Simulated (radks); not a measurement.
Question: All-electron atom: Au3+ in [Xe] 4f14 5d8. Method: Dirac Kohn-Sham, PBE, spin-unpolarised, spherical densities, finite nucleus; open shells fill j = l - 1/2 first; Fermi nuclear charge, rms radius 5.4371 fm; computed with a radial shooting solver on a logarithmic mesh with Libxc functionals. Some entries of the table are withheld. Estimate them.

orbital  occ.  eigenvalue (Ry)  <1/r> (bohr^-1)  r(max) (bohr)
1s1/2       2        -5927.372            95.68        0.01042
2s1/2       2        -1047.255            23.52        0.06039
2p1/2       2        -1004.673            23.49        0.04446
2p3/2       4        -869.7685            19.14        0.05184
3s1/2       2        -249.1977            8.634         0.1699
3p1/2       2        -229.9792            8.549         0.1586
3p3/2       4        -200.2100            7.416         0.1735
3d3/2       4        -168.1892            7.314         0.1352
3d5/2       6        -161.7905            7.055         0.1393
4s1/2       2        -56.17338            3.653         0.3832
4p1/2       2        -47.96231            3.544         0.3814
4p3/2       4        -40.82353            3.151         0.4122
4d3/2       4        -27.36245            2.948         0.4052
4d5/2       6        -26.03274            2.857         0.4147
5s1/2       2        -10.58838            1.481         0.8487
4f5/2       6         -8.77236            2.482         0.3733
4f7/2       8         -8.49203            2.446         0.3779
5p1/2       2         -7.91353            1.357            (1)
5p3/2       4         -6.68316            1.215            (2)
5d3/2       4         -3.05752           0.9244            (3)
5d5/2       4         -2.92197           0.8929            (4)
6s1/2       0         -2.43973           0.5614          2.055
6p1/2       0         -1.84912           0.4802          2.363
6p3/2       0         -1.69220           0.4418          2.577

Answer: 
(1) 5p1/2 r(max) (bohr): 0.8962
(2) 5p3/2 r(max) (bohr): 0.9751
(3) 5d3/2 r(max) (bohr): 1.167
(4) 5d5/2 r(max) (bohr): 1.201
